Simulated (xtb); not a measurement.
Sn(F)2(Me)(OH) (CH4F2OSn), SMILES [CH3][Sn]([OH])([F])[F]. All values are semi-empirical tight-binding results from xtb (GFN2-xTB unless named), good for trends rather than for accurate numbers. Geometry: GFN2-xTB. The structure was generated by enumeration; whether it is a known compound was not checked. Other conformers were not sampled.

For metal compounds this method's bond lengths and energies can be far off.

Computed properties:
```json
{
 "orbital_gap": "4.26 eV",
 "zero_point_energy": "30.7 kcal/mol",
 "G − E(el) at 298.15 K (modified RRHO)": "8.6 kcal/mol"
}
```
